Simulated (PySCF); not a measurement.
Stepwise substitution at one centre (B SiH3-SH). Isolated molecules, 0 K electronic values unless said otherwise. One relaxed conformer stands for each flexible species; it need not be the lowest. Strings in code marks are SMILES.

The LUMO from two functionals at the same geometries (B3LYP-D3(BJ)/def2-TZVP), both in PySCF: PBE-D3(BJ)/def2-TZVP and TPSSh-D3(BJ)/def2-TZVP. 

| species | PBE-D3(BJ)/def2-TZVP (eV) |
|---|---|
| 0 of 3 SiH3 replaced by SH | -4.05 |
| 1 of 3 SiH3 replaced by SH (`[SiH3]B([SiH3])S` (Si–B–S–H torsion 1°)) | -3.07 |
| 2 of 3 SiH3 replaced by SH | -2.37 |
| 3 of 3 SiH3 replaced by SH | -1.61 |

**Question.** What does TPSSh-D3(BJ)/def2-TZVP give for each?

**Answer.** 
- 0 of 3 SiH3 replaced by SH: -3.55
- 1 of 3 SiH3 replaced by SH (`[SiH3]B([SiH3])S` (Si–B–S–H torsion 1°)): -2.60
- 2 of 3 SiH3 replaced by SH: -1.93
- 3 of 3 SiH3 replaced by SH: -1.15
Over these rows, drawn at random from the members with no instability flagged (it was tested for open shells, ions and some series alone), PBE minus TPSSh-D3(BJ): mean -0.47 eV, from -0.50 eV to -0.45 eV.
